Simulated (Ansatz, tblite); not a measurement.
Removing an electron: Al₃B⁻. The state is a doublet with charge -1. Geometry: B3LYP-D4/def2-TZVPD. Ansatz, gas phase; energy differences of separate SCF runs; the oxidised species is a triplet (the singlet lies 0.60 eV higher at PBE0-D4/def2-TZVPD).

```xyz
4

B     0.193    0.072   -0.183
Al    1.546   -1.005    0.930
Al   -0.622    1.529    0.875
Al   -1.117   -0.596   -1.622
```

The xTB rows come from tblite. The structure comes from a short search, and lower isomers may exist.

Problem. Estimate orbital energies and vertical ionisation energies at: GFN2-xTB; PBE-D4/def2-TZVPD; r2SCAN-D4/def2-TZVPD; PBE0-D4/def2-TZVPD.

Solution. 
```json
{"level": "GFN2-xTB", "−HOMO (eV)": "–", "vertical IE (eV)": "3.61", "−LUMO (eV)": "–", "HOMO–LUMO gap (eV)": "–"}
{"level": "PBE-D4/def2-TZVPD", "−HOMO (eV)": "0.00", "vertical IE (eV)": "2.00", "−LUMO (eV)": "-0.30", "HOMO–LUMO gap (eV)": "0.30"}
{"level": "r2SCAN-D4/def2-TZVPD", "−HOMO (eV)": "0.16", "vertical IE (eV)": "2.01", "−LUMO (eV)": "-0.46", "HOMO–LUMO gap (eV)": "0.62"}
{"level": "PBE0-D4/def2-TZVPD", "−HOMO (eV)": "0.70", "vertical IE (eV)": "2.03", "−LUMO (eV)": "-0.96", "HOMO–LUMO gap (eV)": "1.66"}
```

  HOMO and LUMO are the levels of the spin that leaves or enters (xTB has no such levels and no spin-polarisation term). Other spin states of the ions may lie lower, which would lower the ionisation energy or raise the affinity. Raw xTB energy differences between charge states are shifted by several eV; the methods need an empirical correction for them.
